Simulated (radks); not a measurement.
The holmium ion Ho+ inside a hard spherical wall (all orbitals vanish at R), configuration held at [Xe] 4f11 6s1 and not refilled when levels cross. Calculated with a radial shooting solver on a logarithmic mesh with Libxc functionals: scalar-relativistic Kohn-Sham, r2SCAN, spin-polarised, spherical densities, finite nucleus; open shells are filled with parallel spins first (spin-orbit coupling, left out, can overturn this in heavy ions); meta-GGA in the generalised Kohn-Sham scheme; Fermi nuclear charge, rms radius 5.2022 fm. Eigenvalues in eV for spin up, with the zero of energy where the potential of the charges vanishes at infinity; a dash marks a level that is unbound or too diffuse for the functional's potential to be trusted. A positive occupied level is held by the wall or, in an anion where self-interaction has pushed it up, behind a barrier. The pressure on the wall is -dE/dV.

| R (bohr) | E (hartree) | kinetic (hartree) | e(5s) | e(5p) | e(4f) | e(6s) | e(5d, empty) | e(6p, empty) | pressure (GPa) |
|---|---|---|---|---|---|---|---|---|---|
| free | -12616.3069 | 13642.675 | -59.082 | -33.774 | -10.777 | -9.467 | -6.881 | -5.658 | 0 |
| 15 | -12616.3069 | 13642.675 | -59.082 | -33.774 | -10.777 | -9.467 | -6.881 | -5.658 | < 0.0001 |
| 12 | -12616.3069 | 13642.676 | -59.081 | -33.773 | -10.775 | -9.466 | -6.880 | -5.652 | 0.000297 |
| 10 | -12616.3067 | 13642.678 | -59.067 | -33.759 | -10.761 | -9.454 | -6.867 | -5.600 | 0.00686 |
| 8 | -12616.3039 | 13642.704 | -58.946 | -33.642 | -10.642 | -9.330 | -6.750 | -5.213 | 0.138 |
| 7 | -12616.2966 | 13642.754 | -58.740 | -33.444 | -10.437 | -9.058 | -6.536 | -4.544 | 0.588 |
| 5 | -12616.2004 | 13643.217 | -57.450 | -32.239 | -9.104 | -6.092 | -4.880 | 0.898 | 11.7 |
| 3.5 | -12615.5489 | 13646.062 | -53.308 | -28.246 | -4.269 | 9.393 | 1.885 | 23.154 | 222 |
| 3 | -12614.5860 | 13650.251 | -48.984 | -23.598 | 1.068 | 27.189 | 9.336 | 45.706 | 794 |
